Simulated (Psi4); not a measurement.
F₅Ta, singlet, at a GFN2-xTB geometry (such geometries of metal compounds can be far from the true shape) (core potentials on Ta).

Psi4 was given this input:
```
memory 2 GB

molecule mol {
0 1
  Ta   -0.000000    0.000000   -0.000000
  F     1.177283   -0.702914    1.159289
  F    -1.177283    0.702914   -1.159289
  F     0.100684    1.595988    0.865452
  F     1.135453   -0.362868   -1.373097
  F    -1.236137   -1.233120    0.507645
}

set basis def2-tzvpp
set reference rhf

energy('scf')
print_variables()
```

### Question
What does this run give for the number of basis functions, total energy, nuclear repulsion energy?

### Answer

```yaml
number_of_basis_functions: 211
total_energy: -554.1609 Eh
nuclear_repulsion_energy: 324.5176 Eh
```
